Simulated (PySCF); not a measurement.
ReO₂Cl, SMILES [O]=[Re](=[O])[Cl] (connectivity only; charge and spin as stated), neutral, multiplicity 3.

Geometry optimised at PBE-D3(BJ)/def2-SVP. The multiplicity is an assumed one; other spin states were not compared. The def2 effective core potentials stand for the cores of Re; spin–orbit coupling is left out.

Computed with PySCF with ωB97X/def2-TZVPD.

Gas-phase values at a fixed geometry.

### Question
Estimate the frontier levels, dipole moment and polarisability. (An estimate is asked for; the answer gives what the named calculation found.)

### Answer

| Quantity | Result |
|---|---|
| α spin, highest occupied and lowest empty level | -10.04 and -1.37 eV |
| β spin, highest occupied and lowest empty level | -12.31 and -3.47 eV |
| dipole moment | 0.72 D |
| quadrupole, principal values (traceless, Buckingham form, about the centre of nuclear charge) | -5.48, -2.18, 7.66 D·Å |
| mean static polarisability | 57.5 bohr³ (8.52 Å³) |
| polarisability, principal values | 43.2, 61.5, 67.8 bohr³ |
| ⟨S²⟩ | 2.006 (pure state 2.00) |
